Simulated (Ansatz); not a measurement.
isocyanic acid (SMILES N=C=O) moved off its minimum; all values from Ansatz (an electronic-structure program), cores frozen in correlated methods.
(charge 0, multiplicity 1)
```xyz
4

N     -1.0894     0.2937     0.1378
C     -0.0799    -0.0026     0.1854
O      1.2146    -0.1151    -0.2075
H     -1.6445    -0.2429     0.8918
```

Forces at B3LYP/def2-TZVPP (eV/Å):

```csv
atom,Fx,Fy,Fz
N1,-23.176,3.708,2.814
C2,31.266,-5.415,-4.564
O3,-7.918,0.167,3.383
H4,-0.172,1.540,-1.632
```

Task: Give the forces (eV/Å), the total energy and the dipole at CCSD(T)/aug-cc-pVTZ.

Result: 
```tsv
atom	Fx	Fy	Fz
N1	-24.542	4.102	2.753
C2	32.179	-5.831	-4.318
O3	-7.551	0.156	3.253
H4	-0.087	1.574	-1.688
```
Energy -168.3277 hartree, dipole 3.76 D.
